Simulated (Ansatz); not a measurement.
Harmonic frequencies (cm⁻¹) at PBE0-D4/def2-TZVP from Ansatz: 16, 74, 101, 113, 118, 307, 336, 398, 488, 518, 589, 620, 628, 648, 852, 922, 930, 932, 936, 953, 1947, 2213, 2217, 2221, 2235, 2238, 2244.

Each molecule was computed in one conformer, which needn't be the lowest.

Question: Which molecule is it?
A. `O=C/C=[CH]/[AlH2]`
B. `[SiH3][SiH]1B[SiH2]1`
C. `[SiH3][S][SbH][SiH3]`
D. `B/C=C(\C)S`

Answer: C.
